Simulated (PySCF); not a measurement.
PySCF 2.14 output of an unrestricted BP86 calculation on a single atom or ion in x2c-TZVPall, with the spin-free X2C one-electron Hamiltonian (Gaussian nucleus):

```
SCF conv_tol = 1e-09
number electrons alpha = 27  beta = 27
    A. D. Becke.,  Phys. Rev. A 38, 3098 (1988)
    J. P. Perdew.,  Phys. Rev. B 33, 8822 (1986)
cycle= 1 E= -7447.27423245725  delta_E= -0.0112  |g|= 0.0423  |ddm|= 0.366
cycle= 2 E= -7447.27437913491  delta_E= -0.000147  |g|= 0.0354  |ddm|= 0.127
cycle= 3 E= -7447.27474503353  delta_E= -0.000366  |g|= 0.00755  |ddm|= 0.0582
cycle= 4 E= -7447.27475086875  delta_E= -5.84e-06  |g|= 0.000646  |ddm|= 0.00414
cycle= 5 E= -7447.27475113981  delta_E= -2.71e-07  |g|= 2.54e-06  |ddm|= 0.00172
cycle= 6 E= -7447.27475113981  delta_E= 1.82e-12  |g|= 1.13e-07  |ddm|= 3.44e-06
converged SCF energy = -7447.27475113981  <S^2> = -3.1974423e-14  2S+1 = 1
```

The run itself started from symmetry-adapted Hartree-Fock orbitals and held the occupation by maximum overlap, on a logarithmic radial grid, so the iterations belong to that start.

**Question.** Which element, charge and spin multiplicity is this?

**Answer.** Xe (xenon, neutral), multiplicity 1; the state was [Xe], closed-shell 1S.
